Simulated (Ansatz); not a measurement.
**Worked example: Ta(CH3)(OH)2O + Mo(CH3)(OH)O2 → Ta(OH)3O + Mo(CH3)2O2**

Species: Ta(CH3)(OH)2O, singlet; Mo(CH3)(OH)O2, singlet; Ta(OH)3O, singlet; Mo(CH3)2O2, singlet. The partners trade CH3 for OH: Ta–CH3 and Mo–OH bonds give way to Ta–OH and Mo–CH3.

Shapes, held fixed at every level: PBE0-D4/def2-TZVP. Flexible molecules stand in one conformer, not always the lowest. Programs: Ansatz 0.2.0. The zero-point and thermal change to 298 K, harmonic and unscaled (PBE0-D4/def2-TZVP), is -3.4 kJ/mol.

At CCSD(T)/def2-TZVPP; 1 Eh = 2625.50 kJ/mol:

```
      species  energy (Eh)
Ta(CH3)(OH)2O  -323.433167
Mo(CH3)(OH)O2  -334.014116
     Ta(OH)3O  -359.371683
   Mo(CH3)2O2  -298.069533
```

Work out ΔH(298 K) of the reaction at this level.


1. Products less reactants: (-359.371683) + (-298.069533) − [(-323.433167) + (-334.014116)] = 0.006067 Eh = +15.9 kJ/mol.
2. With the thermal change: +15.9 + (-3.4) = +12.5 kJ/mol.

Other levels give +9.8 (BHLYP-D4/def2-TZVPP) to +17.7 kJ/mol (CCSD(T)/def2-SVP). No measured value is set beside it here. T1 is large for Mo(CH3)(OH)O2 (0.025), Mo(CH3)2O2 (0.025), so single-reference values are less sure there. For atoms past krypton def2 sets carry core potentials with scalar relativity. Outer-core shells of Mo, Ta are correlated in most correlated rows, in sets that cover them unevenly.
